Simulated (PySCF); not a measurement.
Two-component Hartree-Fock for Cl (chlorine, neutral)

Start: [Ne] 3s2 3p5; 3p1/2 filled at m_j = -1/2, +1/2; 3p3/2 filled at m_j = -1/2, +1/2, +3/2. Calculated with PySCF 2.14 in x2c-SVPall-2c with one added diffuse shell each of s, p type (5s5p1d, 25 functions): generalised Hartree-Fock with the X2C-1e Hamiltonian and a Gaussian nucleus; one run each with spin-orbit coupling (SO) switched off, then screened by Boettger's factors. This is a chosen level, not necessarily the ground level.

```json
{"spinor shell": "1s1/2", "electrons": "2", "ε, spin-free (eV)": "-2862.8", "ε, screened SO (eV)": "-2862.8", "weight of nominal j (screened SO)": "1.000", "rms radius, screened SO (bohr)": "0.105"}
{"spinor shell": "2s1/2", "electrons": "2", "ε, spin-free (eV)": "-290.43", "ε, screened SO (eV)": "-290.42", "weight of nominal j (screened SO)": "1.000", "rms radius, screened SO (bohr)": "0.479"}
{"spinor shell": "2p1/2", "electrons": "2", "ε, spin-free (eV)": "-219.85", "ε, screened SO (eV)": "-221.19", "weight of nominal j (screened SO)": "0.993", "rms radius, screened SO (bohr)": "0.449"}
{"spinor shell": "2p3/2", "electrons": "4", "ε, spin-free (eV)": "-219.85", "ε, screened SO (eV)": "-219.16", "weight of nominal j (screened SO)": "0.996", "rms radius, screened SO (bohr)": "0.452"}
{"spinor shell": "3s1/2", "electrons": "2", "ε, spin-free (eV)": "-29.416", "ε, screened SO (eV)": "-29.409", "weight of nominal j (screened SO)": "1.000", "rms radius, screened SO (bohr)": "1.68"}
{"spinor shell": "3p1/2", "electrons": "2", "ε, spin-free (eV)": "-13.873", "ε, screened SO (eV)": "-13.893", "weight of nominal j (screened SO)": "0.643", "rms radius, screened SO (bohr)": "2.02"}
{"spinor shell": "3p3/2", "electrons": "3", "ε, spin-free (eV)": "-13.873", "ε, screened SO (eV)": "-13.864", "weight of nominal j (screened SO)": "0.762", "rms radius, screened SO (bohr)": "2.02"}
```

```csv
quantity,spin-free,screened SO
E (hartree),-460.71650,-460.71855
M_J,3/2,3/2
⟨J²⟩,3.758,3.758
⟨L²⟩,2.005,2.005
⟨S²⟩,0.753,0.753
```

Each row is a mean over spinors that exchange with the open shell spreads, by up to 3.307 eV (3s1/2).

Rows whose weight is well below 1 are mixtures of j = l ± 1/2: exchange outweighs spin-orbit coupling there, and the label is only the starting occupation.

Without spin-orbit coupling the j labels of p, d and f shells carry no meaning; the spin-free column gives the mean over the occupied spinors of each nl shell.
